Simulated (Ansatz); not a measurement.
`OB(O[SiH3])O[SiH3]` + HBr → `OB(Br)O[SiH3]` + silanol  (ligand exchange at a B–O bond)

Program: Ansatz. Geometries: PBE0-D4/def2-TZVP. ΔE: electronic, gas phase. CCSD(T)/CBS adds triple-zeta CCSD(T) − MP2 to the extrapolated MP2 energy (def2 sets, frozen cores). DFT in def2-TZVPP. For Br outer-core shells are correlated without core-valence functions, which leaves a few kJ/mol of doubt a bond. Scalar relativity is left out up to krypton. Each species was taken in one conformer, which may not be the lowest.

| level | ΔE (kcal/mol) |
| --- | --- |
| PBE0-D4 | 11.6 |
| CAM-B3LYP | 14.5 |
| HF/def2-TZVPP | 16.6 |
| MP2/def2-TZVPP | 11.3 |

(1) What does CCSD(T)/CBS give? (An estimate is asked.)

Largest T1 diagnostic among the species: 0.012.

Answers

(1) Ansatz gave: +12.2 kcal/mol. The listed levels differ from it by -0.6, 2.3, 4.4, -0.9 kcal/mol.

From BLYP to BHLYP (50 % exact exchange), in def2-TZVPP and without D4, ΔE moves by +2.7 kcal/mol. Leaving LDA and LC-ωPBE aside and taking each functional with its dispersion term where it has one, the values, not all of them listed here, spread over 4.6 kcal/mol, from PBE-D4 to BHLYP-D4. LDA lies +1.9 kcal/mol from PBE without D4. At CCSD(T), def2-SVP lies +5.9 kcal/mol from the extrapolated value and def2-TZVPP +1.0 kcal/mol.

CCSD(T)/CBS has its own doubt, a few kJ/mol and more with outer-core shells, so smaller differences from it don't rank the levels.
